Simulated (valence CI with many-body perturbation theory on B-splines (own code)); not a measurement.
## V2+: calculation against measured levels

Level of theory: configuration interaction combined with many-body perturbation theory (CI+MBPT): three valence electrons over a frozen Dirac-Fock core [Ar], radial functions for each j: 9 s, 9 p, 10 d, 8 f, 5 g, 3 h, 1 i, with the one-electron correlation potential Σ1, the two-electron term Σ2, the three-electron term Σ3, Breit, model QED; selected CI, second order for the rest, scaled by the run's own slope (own B-spline code, finite nucleus).

Against 63 measured levels this calculation errs by 855 cm⁻¹ on average and by 1608 at most. These come from a selection out of Sugar and Corliss, J. Phys. Chem. Ref. Data 7, 1191 (1978). Levels without a partner in it may be off by more, other configurations by 1,000 to 8,000 cm⁻¹. 1 measured level below the end of the list, from 89458 cm⁻¹ on, found no clear computed partner, and computed levels of the same name lie up to 1940 cm⁻¹ from them.

Measured levels: Sugar and Corliss, J. Phys. Chem. Ref. Data 7, 1191 (1978). Pairs share parity and J, and are chosen by configuration, term and nearness in energy; levels without a clear partner are left out. Energies in cm⁻¹ above the measured ground level. The last column is blank where CI alone has no clear partner.

Names give the largest LS component (configuration and term), which can be under half, so a name can repeat, a term be missing and a line seem to break the LS rules; names also repeat where a configuration has a term twice. Letters in brackets count levels of one name in rising energy.

```
   Computed label  Label in the source  Measured  Computed  Difference  CI alone, difference
       3d³ ⁴F_3/2             3d3 a 4F         0       0.0           0                     0
       3d³ ⁴F_5/2             3d3 a 4F     145.5     143.3          -2                   -24
       3d³ ⁴F_7/2             3d3 a 4F     341.5     337.4          -4                   -52
       3d³ ⁴F_9/2             3d3 a 4F     583.8     577.1          -7                   -84
       3d³ ⁴P_1/2             3d3 a 4P   11513.8   11807.1        +293                  +183
       3d³ ⁴P_3/2             3d3 a 4P   11591.8   11883.8        +292                  +163
       3d³ ⁴P_5/2             3d3 a 4P   11769.7   12059.9        +290                  +144
       3d³ ²G_7/2             3d3 a 2G   11966.3   11881.8         -85                  -425
       3d³ ²G_9/2             3d3 a 2G     12187   12099.6         -87                  -454
       3d³ ²P_3/2             3d3 a 2P   15550.3   15939.3        +389                 -1585
       3d³ ²P_1/2             3d3 a 2P   15579.8   15940.3        +360                 -1714
   3d³ ²D_3/2 [a]            3d3 a 2D2   16330.5   16764.3        +434                 -1001
   3d³ ²D_5/2 [a]            3d3 a 2D2   16374.7   16831.8        +457                  -857
       3d³ ²H_9/2             3d3 a 2H   16810.9   16381.4        -430                  -759
      3d³ ²H_11/2             3d3 a 2H   16977.6   16545.7        -432                  -769
       3d³ ²F_7/2             3d3 a 2F   27727.8   27850.3        +122                      
       3d³ ²F_5/2             3d3 a 2F   27846.8   27965.6        +119                      
   3d³ ²D_5/2 [b]            3d3 b 2D1   42267.4   42958.4        +691                      
   3d³ ²D_3/2 [b]            3d3 b 2D1   42371.2   43057.2        +686                      
     3d²4s ⁴F_3/2      3d2(3F) 4s b 4F   43942.5   42888.4       -1054                -21454
     3d²4s ⁴F_5/2      3d2(3F) 4s b 4F   44110.0   43055.7       -1054                -21474
     3d²4s ⁴F_7/2      3d2(3F) 4s b 4F   44345.8   43290.8       -1055                -21500
     3d²4s ⁴F_9/2      3d2(3F) 4s b 4F   44647.0   43591.5       -1055                -21528
     3d²4s ²F_5/2      3d2(3F) 4s b 2F   49327.7   48341.3        -986                      
     3d²4s ²F_7/2      3d2(3F) 4s b 2F   49805.3   48816.8        -988                      
     3d²4s ²D_5/2      3d2(1D) 4s c 2D   56160.4   55543.5        -617                      
     3d²4s ²D_3/2      3d2(1D) 4s c 2D   56256.8   55633.7        -623                      
     3d²4s ⁴P_1/2      3d2(3P) 4s b 4P   56529.3   55968.6        -561                -20612
     3d²4s ⁴P_3/2      3d2(3P) 4s b 4P   56669.1   56102.4        -567                -20649
     3d²4s ⁴P_5/2      3d2(3P) 4s b 4P   56922.5   56349.6        -573                -20708
     3d²4s ²P_1/2      3d2(3P) 4s b 2P   61578.7   61221.0        -358                -19875
     3d²4s ²P_3/2      3d2(3P) 4s b 2P   61777.2   61419.2        -358                -19887
     3d²4s ²G_9/2      3d2(1G) 4s b 2G   63303.1   62240.4       -1063                -21075
     3d²4s ²G_7/2      3d2(1G) 4s b 2G   63315.1   62252.2       -1063                -21075
    3d²4p ⁴G°_5/2     3d2(3F) 4p z 4G°     85524   84123.2       -1401                -24305
    3d²4p ⁴G°_7/2     3d2(3F) 4p z 4G°   85875.7   84471.6       -1404                -24340
     3d²4s ²S_1/2          3d2 4s a 2S     86304   86614.5        +310                -23261
    3d²4p ⁴G°_9/2     3d2(3F) 4p z 4G°   86306.4   84898.3       -1408                -24379
    3d²4p ⁴F°_3/2     3d2(3F) 4p z 4F°   86716.8   85250.1       -1467                -23832
   3d²4p ⁴G°_11/2     3d2(3F) 4p z 4G°   86809.4   85397.0       -1412                -24424
    3d²4p ⁴F°_5/2     3d2(3F) 4p z 4F°   86938.0   85470.3       -1468                -23854
    3d²4p ⁴F°_7/2     3d2(3F) 4p z 4F°   87218.9   85750.1       -1469                -23882
    3d²4p ⁴F°_9/2     3d2(3F) 4p z 4F°   87544.5   86075.5       -1469                -23907
3d²4p ²F°_5/2 [a]     3d2(3F) 4p z 2F°   87880.9   86419.7       -1461                -24202
3d²4p ²F°_7/2 [a]     3d2(3F) 4p z 2F°   88328.0   86860.3       -1468                -24232
3d²4p ²D°_3/2 [a]       3d2(3F) 4p 2D°   88559.1   87134.9       -1424                -23985
3d²4p ⁴D°_1/2 [a]       3d2(3F) 4p 4D°   89005.6   87583.0       -1423                -23704
3d²4p ⁴D°_3/2 [a]       3d2(3F) 4p 4D°   89193.5   87769.5       -1424                -23760
3d²4p ⁴D°_7/2 [a]       3d2(3F) 4p 4D°   89417.5   87995.2       -1422                -23763
3d²4p ²G°_7/2 [a]     3d2(3F) 4p z 2G°   91710.4   90102.4       -1608                -24207
3d²4p ²G°_9/2 [a]     3d2(3F) 4p z 2G°   92052.6   90446.1       -1606                -24239
    3d²4p ²S°_1/2     3d2(3P) 4p z 2S°   94714.2   93690.7       -1024                -22491
    3d²4p ⁴S°_3/2     3d2(3P) 4p z 4S°     97512   96395.3       -1117                      
    3d²4p ²P°_3/2     3d2(1D) 4p z 2P°   98062.2   96940.0       -1122                      
3d²4p ²F°_5/2 [b]     3d2(1D) 4p y 2F°   98383.5   97200.4       -1183                -23793
    3d²4p ²P°_1/2     3d2(1D) 4p z 2P°   98399.4   97254.1       -1145                -23698
3d²4p ²F°_7/2 [b]     3d2(1D) 4p y 2F°   98825.2   97640.9       -1184                -23801
3d²4p ⁴D°_1/2 [b]     3d2(3P) 4p y 4D°   99073.2   98166.2        -907                -23258
3d²4p ⁴D°_3/2 [b]     3d2(3P) 4p y 4D°   99181.5   98242.8        -939                      
3d²4p ²D°_3/2 [b]     3d2(1D) 4p y 2D°   99508.5   98521.4        -987
```

The table shows the lowest 60 pairs. Over 63 excited levels the mean absolute difference is 855 cm⁻¹, the median 981 and the largest 1608. For the 50 levels that pair on every rung the mean is CI alone 16666, + Σ1 10890, + Σ2 1162, + Σ3 916, + Breit 893, + QED 878. The comparison draws on a selection of the measured levels: 64 of the 70 computed ones have a partner in it, and others may be off by more.

These 1 measured levels below the end of the computed list are not counted above. Beside each stands the unpaired computed level of its name, or else the nearest of its J and parity; the gap is either an error of the method or a doubtful assignment.

```csv
Label in the source,J,Measured,Unpaired level,Computed
3d2(3F) 4p 2D°,5/2,89458,3d²4p ²D°_5/2 [a],87518
```
